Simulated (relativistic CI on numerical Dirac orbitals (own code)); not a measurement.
Line list: Electric-dipole lines, Rb³⁴⁺

Calculated at this level of theory: Dirac-Coulomb-Breit CI, KLI orbitals optimised for each configuration, model QED (radiative potential, 1s self-energy scaled to tabulated hydrogen-like ionisation energies), unscaled Slater integrals (own radial code, finite nucleus).

Configurations in the expansion (outside the closed core 1s2): 2s, 2p, 3s, 3p, 3d, 4s, 4p, 4d, 4f, 5s, 5p, 5d, 5f, 5g, 6s, 6p, 6d. Levels of other configurations are missing.

```tsv
λ vac (Å)	Lower	Upper	A (s⁻¹)	E lower (eV)	E upper (eV)
3.8319	2p 2P°_1/2 [2]	4d 2D_3/2 [12]	2.76e+13	73.80	3309.37
3.9168	2p 2P°_3/2 [3]	4d 2D_5/2 [13]	3.16e+13	146.83	3312.23
4.9856	2s 2S_1/2 [1]	3p 2P°_3/2 [6]	3.25e+13	0.00	2486.86
5.0293	2s 2S_1/2 [1]	3p 2P°_1/2 [5]	3.49e+13	0.00	2465.22
5.1224	2p 2P°_1/2 [2]	3d 2D_3/2 [7]	8.41e+13	73.80	2494.23
5.2665	2p 2P°_3/2 [3]	3d 2D_5/2 [8]	9.78e+13	146.83	2501.03
5.2818	2p 2P°_3/2 [3]	3d 2D_3/2 [7]	1.63e+13	146.83	2494.23
10.150	3p 2P°_1/2 [5]	5d 2D_3/2 [19]	4.35e+12	2465.22	3686.73
10.320	3p 2P°_3/2 [6]	5d 2D_5/2 [20]	5.14e+12	2486.86	3688.20
10.383	3d 2D_3/2 [7]	5f 2F°_5/2 [21]	6.46e+12	2494.23	3688.29
10.436	3d 2D_5/2 [8]	5f 2F°_7/2 [22]	6.83e+12	2501.03	3689.02
14.391	3s 2S_1/2 [4]	4p 2P°_3/2 [11]	4.24e+12	2444.74	3306.30
14.544	3s 2S_1/2 [4]	4p 2P°_1/2 [10]	4.62e+12	2444.74	3297.19
14.688	3p 2P°_1/2 [5]	4d 2D_3/2 [12]	8.76e+12	2465.22	3309.37
15.022	3p 2P°_3/2 [6]	4d 2D_5/2 [13]	1.05e+13	2486.86	3312.23
15.154	3d 2D_3/2 [7]	4f 2F°_5/2 [14]	1.95e+13	2494.23	3312.40
15.254	3d 2D_5/2 [8]	4f 2F°_7/2 [15]	2.07e+13	2501.03	3313.83
15.281	3d 2D_5/2 [8]	4f 2F°_5/2 [14]	1.38e+12	2501.03	3312.40
21.151	4p 2P°_3/2 [11]	6d 2D_5/2 [29]	1.29e+12	3306.30	3892.49
31.277	4s 2S_1/2 [9]	5p 2P°_3/2 [18]	9.95e+11	3288.76	3685.17
31.649	4s 2S_1/2 [9]	5p 2P°_1/2 [17]	1.09e+12	3288.76	3680.52
31.829	4p 2P°_1/2 [10]	5d 2D_3/2 [19]	1.80e+12	3297.19	3686.73
32.465	4p 2P°_3/2 [11]	5d 2D_5/2 [20]	2.20e+12	3306.30	3688.20
32.720	4d 2D_3/2 [12]	5f 2F°_5/2 [21]	3.63e+12	3309.37	3688.29
32.906	4d 2D_5/2 [13]	5f 2F°_7/2 [22]	3.88e+12	3312.23	3689.02
32.920	4f 2F°_5/2 [14]	5g 2G_7/2 [23]	6.18e+12	3312.40	3689.02
33.007	4f 2F°_7/2 [15]	5g 2G_9/2 [24]	6.39e+12	3313.83	3689.46
57.806	5s 2S_1/2 [16]	6p 2P°_3/2 [27]	3.23e+11	3676.26	3890.74
58.726	5p 2P°_1/2 [17]	6d 2D_3/2 [28]	5.35e+11	3680.52	3891.64
59.803	5p 2P°_3/2 [18]	6d 2D_5/2 [29]	6.59e+11	3685.17	3892.49
```

Terms are leading LS components. Brackets give the number of a level in order of energy, since labels repeat. The list gives strong lines, with weight on those to low levels, without lines whose two gauges differ by over a factor of 2.5. Levels whose partners in the same complex of configurations lie outside the list can be far off, and so can their lines. Rates are taken at the computed energies, electric ones in the length gauge.

At this charge energies of transitions that change n are usually good to better than 1 %, and those within a shell (Δn = 0) to a few per cent.
